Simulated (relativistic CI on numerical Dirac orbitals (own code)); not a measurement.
## A ladder of approximations for the levels of Xe I

Calculated with a relativistic CI code on KLI orbitals (one set per configuration, finite nucleus), adding one ingredient at a time: step 1, Dirac-Coulomb, each configuration alone; step 2, with Breit and QED terms; step 3, with configuration mixing; step 4, with scaled Slater integrals (0.85); step 5, with a P86 correlation estimate; step 6, tied to the ionisation limit. P86 is a density functional for the correlation energy, evaluated here for each configuration and added to its levels. Step 6 is semi-empirical: configurations made of the next ion and one excited electron move by -267 cm⁻¹, so that their limit matches the tabulated ionisation energy, and those with a non-penetrating f or g electron also take the P86 value of the least penetrating other one.

Configurations in the expansion (outside the closed core [Kr] 4d10 5s2): 5p⁶, 5p⁵6s, 5p⁵6p, 5p⁵5d, 5p⁵7s, 5p⁵7p, 5p⁵6d, 5p⁵4f, 5p⁵7d, 5p⁵5f, 5p⁵6f, 5p⁵7f.

Computed minus measured energy above the ground level, in cm⁻¹, for 6 of the 13 excited levels that pair in every step (one J of a term; a digit in brackets numbers repeated terms):

| Configuration | Term | J | Measured | Step 1 | Step 2 | Step 3 | Step 4 | Step 5 | Step 6 |
| --- | --- | --- | --- | --- | --- | --- | --- | --- | --- |
| 5p⁵6s | 2[3/2]° | 2 | 67068 | -4021 | -3988 | -4303 | -4133 | 1296 | 1030 |
| 5p⁵6p | 2[1/2] | 1 | 77269 | -6057 | -6039 | -6072 | -5867 | 352 | 86 |
| 5p⁵6p | 2[5/2] | 2 | 78120 | -5956 | -5934 | -5920 | -5891 | 323 | 56 |
| 5p⁵6p | 2[3/2] | 1 | 78956 | -5983 | -5964 | -5950 | -6016 | 199 | -68 |
| 5p⁵5d | 2[7/2]° | 4 | 80197 | -4669 | -4674 | -4786 | -4609 | 1298 | 1032 |
| 5p⁵7s | 2[3/2]° | 2 | 85189 | -6654 | -6633 | -6565 | -6546 | 456 | 189 |

Mean absolute errors in cm⁻¹, over all paired levels and for the configurations:

```tsv
Configuration, levels	Step 1	Step 2	Step 3	Step 4	Step 5	Step 6
all, 13	5656	5684	5713	5704	523	322
5p⁵6s, 1	4021	3988	4303	4133	1296	1030
5p⁵6p, 10	5819	5860	5861	5886	375	194
5p⁵5d, 1	4669	4674	4786	4609	1298	1032
5p⁵7s, 1	6654	6633	6565	6546	456	189
```

Measured levels: NIST Handbook of Basic Atomic Spectroscopic Data (Sansonetti and Martin, J. Phys. Chem. Ref. Data 34, 1559 (2005)).

Task: What does each ingredient do to the ground and the excited configurations, and where is the model closest to experiment?

Result: Mixing lowers the ground level by 24; relative to it the configurations that move most are 5p⁵6s by -315, 5p⁵5d by -113, 5p⁵7s by +67. The P86 estimate moves 5p⁵7s by +7002, 5p⁵6p by +6261, 5p⁵5d by +5908, and takes the mean absolute error of the excited configurations from 5704 to 523. Step 6 takes that error from 523 to 322; the error more than halves for 5p⁵7s. The mean absolute error is lowest at step 6 (322 cm⁻¹), and the largest single drop is from step 4 to 5 (5704 to 523).
